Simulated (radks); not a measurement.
Spherical quantum dot in the effective-mass picture: electrons in a well V = -V0 / (1 + exp((r - R)/a)) with V0 = 7.43, R = 2.99, a = 0.36, with a point charge +1 (a donor) at the centre, all in effective atomic units (hartree* = m*/eps^2 hartree, bohr* = eps/m* bohr), one dielectric constant everywhere. Calculated with a radial shooting solver with Libxc functionals: non-relativistic Kohn-Sham, PBE, spin-polarised, spherical densities. Levels are named by radial order and angular momentum (1s, 1p, 1d, 2s, ...), and open shells are averaged over m.

N = 9, configuration 1s2 1p6 1d(up 1, down 0). This is the lowest configuration that the search found. Occupied and some empty levels:

level,occupation,eigenvalue (hartree*),<r> (bohr*)
1s up,1,-3.2583,1.458
1s down,1,-3.2429,1.441
1p up,3,-2.6629,1.866
1p down,3,-2.6342,1.859
1d up,1,-2.0062,2.067
1d down,0,-1.9726,2.065
2s up,0,-1.9316,1.580
2s down,0,-1.9160,1.591
1f up,0,-1.2371,2.225
1f down,0,-1.2018,2.226
2p up,0,-0.79251,1.900
2p down,0,-0.77708,1.903

Energy (hartree*): total -43.4628, kinetic 7.6642, external -67.494, Hartree 20.214, exchange-correlation -3.8471.

Electron density:

r (bohr*),n(r) (e/bohr*^3)
0.170,0.3024
0.453,0.2122
0.737,0.1858
1.02,0.1856
1.30,0.1882
1.59,0.1770
1.87,0.1438
2.15,0.09458
2.44,0.04723
2.72,0.01745
3.01,0.004867
3.29,0.001064
3.57,0.0001995
